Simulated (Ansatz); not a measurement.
# Reading a saddle point

A first-order saddle point of Si4NH13, closed shell, PBE0-D4/def2-TZVP, with one imaginary mode of 136i cm⁻¹:

```json
{"atom": "Si1", "x (Å)": "-0.1380", "y (Å)": "1.2528", "z (Å)": "-0.0562"}
{"atom": "Si2", "x (Å)": "0.4895", "y (Å)": "-2.0014", "z (Å)": "0.2379"}
{"atom": "Si3", "x (Å)": "-0.2670", "y (Å)": "0.4618", "z (Å)": "-2.2455"}
{"atom": "Si4", "x (Å)": "-1.6373", "y (Å)": "0.3699", "z (Å)": "1.4868"}
{"atom": "H5", "x (Å)": "-0.1028", "y (Å)": "2.7546", "z (Å)": "-0.0163"}
{"atom": "H6", "x (Å)": "1.5167", "y (Å)": "-0.1143", "z (Å)": "0.5671"}
{"atom": "N7", "x (Å)": "1.6027", "y (Å)": "0.9837", "z (Å)": "0.5839"}
{"atom": "H8", "x (Å)": "1.7149", "y (Å)": "-2.8181", "z (Å)": "-0.0899"}
{"atom": "H9", "x (Å)": "-0.4992", "y (Å)": "-2.4802", "z (Å)": "-0.7872"}
{"atom": "H10", "x (Å)": "-0.0091", "y (Å)": "-2.6401", "z (Å)": "1.5063"}
{"atom": "H11", "x (Å)": "-0.5831", "y (Å)": "1.6035", "z (Å)": "-3.1541"}
{"atom": "H12", "x (Å)": "1.0433", "y (Å)": "-0.0986", "z (Å)": "-2.6711"}
{"atom": "H13", "x (Å)": "-1.3425", "y (Å)": "-0.5494", "z (Å)": "-2.3499"}
{"atom": "H14", "x (Å)": "-0.9248", "y (Å)": "0.1176", "z (Å)": "2.7680"}
{"atom": "H15", "x (Å)": "-2.7095", "y (Å)": "1.3737", "z (Å)": "1.7633"}
{"atom": "H16", "x (Å)": "-2.2602", "y (Å)": "-0.8670", "z (Å)": "0.9617"}
{"atom": "H17", "x (Å)": "2.3419", "y (Å)": "1.3174", "z (Å)": "-0.0294"}
{"atom": "H18", "x (Å)": "1.7645", "y (Å)": "1.3345", "z (Å)": "1.5246"}
```

Computed with Ansatz 0.2.0 (basis: def2-TZVPP and def2-QZVPP); correlated methods freeze the cores. Extrapolation: Hartree–Fock as exp(−7.88 √X), correlation as X^−2.97.

**Question.** Which contacts change along the imaginary mode, and what lies on either side? (Judge from chemistry; the calculation decides.)

**Answer.** Computed: The step is Si₄H₁₀ ([SiH3][SiH]([SiH3])[SiH3]) + NH₃ → Si₃NH₉ ([NH2][SiH]([SiH3])[SiH3]) + SiH₄, with the molecules in contact on both sides. Shortening one way: Si1–N7, Si2–H6; lengthening the same way: Si1–Si2, H6–N7.
```
   pair  one side (Å)  saddle (Å)  other side (Å)
 Si1–N7          3.30        1.87            1.73
 Si2–H6          3.35        2.17            1.48
Si1–Si2          2.34        3.33            4.72
  H6–N7          1.01        1.10            3.04
```

**Question.** Which side is lower, and how far does the saddle lie above each? (An estimate is asked for; the value comes from the calculation.)

**Answer.** By the calculation: The side with Si1–N7, Si2–H6 short is lower by 0.091 eV; the saddle lies 1.887 eV above it and 1.796 eV above the other (CCSD(T) at an estimated basis limit (MP2 extrapolated from triple and quadruple zeta, plus CCSD(T) − MP2 in triple zeta); electronic energies).

No T1 diagnostic of these runs exceeds 0.015.

Labels in which every atom is bracketed show which atoms are joined, not bond orders.

For scale, one of the runs: CCSD(T)/def2-TZVPP, 381 basis functions, launched by `ansatz run in.yaml --threads 2 --pin off --events-out ev --progress --plain --max-ram 20480MiB --backend cuda --devices 0, --max-vram 18GiB`. Time: 10 s of wall clock on 2 CPU threads of an AMD EPYC 7R13 and a share of one NVIDIA H100; the host was shared. Peak host memory: 0.86 GiB.
